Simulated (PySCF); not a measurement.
## Removing an electron from `CS[SiH]1CC=CC1`

Compound: C5H10SSi.
Cartesian coordinates in Å at the PBE0-D3(BJ)/def2-SVP level; atoms count from 1:
```xyz
17
C5H10SSi angstrom
C      3.0926    0.4042    0.4658
S      1.6972   -0.4525    1.2646
Si     0.2980   -0.4938   -0.3581
C     -0.4948    1.1792   -0.7870
C     -1.9564    0.9051   -0.5421
C     -2.3378   -0.2937   -0.0766
C     -1.2984   -1.3496    0.1970
H      3.4606   -0.1573   -0.4048
H      2.8203    1.4247    0.1606
H      3.8970    0.4656    1.2111
H      0.9583   -1.1217   -1.5466
H     -0.3039    1.4971   -1.8263
H     -0.1236    1.9923   -0.1386
H     -2.6963    1.6891   -0.7398
H     -3.3948   -0.5107    0.1147
H     -1.2729   -1.6284    1.2652
H     -1.4971   -2.2822   -0.3578
```

Level: B3LYP/def2-SVPD (PySCF). Frontier orbitals with their largest atomic shares (Löwdin; up to four atoms above 4 %):

```csv
orbital,ε (eV),main atoms
HOMO−3,-8.30,"C7 30 %, Si3 21 %, S2 12 %, C6 8 %"
HOMO−2,-8.12,"S2 48 %, Si3 15 %, C4 12 %, C1 8 %"
HOMO−1,-6.94,"C6 33 %, C5 33 %, C4 8 %, C7 8 %"
HOMO,-6.51,?
LUMO,-0.11,"S2 36 %, C1 13 %, Si3 12 %, H10 5 %"
LUMO+1,0.11,"C6 30 %, C5 28 %, C4 7 %, C7 6 %"
LUMO+2,0.41,"Si3 16 %, S2 9 %, C5 9 %, C4 9 %"
```

Problem. What vertical ionisation energy does ΔSCF give, and how far is −ε(HOMO) from it?

Solution. ΔSCF: 8.56 eV (826 kJ/mol; threshold wavelength 145 nm); ⟨S²⟩ of the doublet left behind is 0.754, against 0.75 for a pure doublet. −ε(HOMO) is 6.51 eV, 2.05 eV below it. In exact Kohn–Sham theory the two would be equal; B3LYP (global hybrid, 20 % exact exchange) falls short of its own ΔSCF value by 24 %.

Problem. On which atoms does the HOMO lie?

Solution. S2 (sulfur bonded to C and Si) 68 %, C1 (S-methyl carbon) 10 %, Si3 (SiH silicon) 8 %, C4 (sp3 carbon bound to silicon) 4 %, so more than half of it is on one atom. The HOMO−1 lies 0.43 eV lower.

Problem. What kinetic energy would electrons from this vertical process carry with Lyman-α light (10.199 eV)?

Solution. 10.20 − 8.56 = 1.64 eV.

Problem. What total energies stand behind the ΔSCF value?

Solution. E(N) = -883.94840 Eh and E(N − 1) = -883.63380 Eh at the same geometry, 0.31460 Eh apart.

Problem. How many of the 10 lowest singlet excitations (vertical TDDFT, same level) lie below the ionisation energy?

Solution. All 10; they run from 5.30 to 6.81 eV.

Problem. With α = 105.7 au, estimate the like-pair dispersion coefficient by London's formula C6 = (3/4)α²I.

Solution. I = 0.3146 Eh, so C6 ≈ 2630 au, a rough estimate.

The structure is a single PBE0-D3(BJ)/def2-SVP conformer in the gas phase; no vibrational or solvent corrections.

These values come from a run that also computed excited states and ΔSCF ions. Hardware: one thread, Arm Neoverse V2 (aarch64), no GPU (shared host). Cost: 3.1 min of wall time (grids of density and orbitals included), 1.1 GiB resident at most.
